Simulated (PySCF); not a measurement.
Mapped SMILES: `[CH2:1]=[C:2]([F:3])[S:4](=[O:5])(=[O:6])[O-:7]`; H(Xn) means a hydrogen on atom n. Ha(C1) is cis to F3; Hb(C1) is trans to F3.

Geometry: GFN2-xTB; GIAO shifts from PySCF 2.14, gas phase, non-relativistic, averaged over equivalent atoms.

At PBE0/pcSseg-1 (136 basis functions, 58 s wall time (42 s CPU) on 1 thread of an Intel Xeon, shared host):
```csv
atoms,δ (ppm)
C2,187.3
C1,86.0
F3,-115.5
O5/O6,222.9
O7,222.5
Hb(C1),5.14
Ha(C1),4.13
```

Referencing at the same level of theory: ¹³C (σref 186.93), ¹H (σref 31.72) vs TMS; CFCl3 for ¹⁹F (σref 170.95); H2O for ¹⁷O (σref 336.08).

Question: Estimate the result of repeating the calculation with CAM-B3LYP/6-311+G(2d,p).

Answer: 
| atoms | δ at CAM-B3LYP/6-311+G(2d,p) | change |
| --- | --- | --- |
| C2 | 190.2 | +2.9 |
| C1 | 87.7 | +1.7 |
| F3 | -116.9 | -1.4 |
| O5/O6 | 222.0 | -0.9 |
| O7 | 220.7 | -1.8 |
| Hb(C1) | 5.32 | +0.18 |
| Ha(C1) | 4.19 | +0.06 |

Chemical shifts δ = σref − σ; ¹³C (187.41 ppm), ¹H (32.10 ppm) vs TMS; ¹⁹F (178.85 ppm) against CFCl3; H2O for ¹⁷O (329.11 ppm), all at this level.

The largest change is at C2 (fully substituted alkene carbon). Cost: 209 basis functions, 37 s wall time on 1 thread of an Arm Neoverse V1, shared host.

Unscaled 19F shifts against computed CFCl3 carry errors that often reach 10 to 50 ppm. Experimental scales use liquid or dissolved standards, which lie at an offset from isolated H2O (liquid H2O: subtract about 36 ppm).
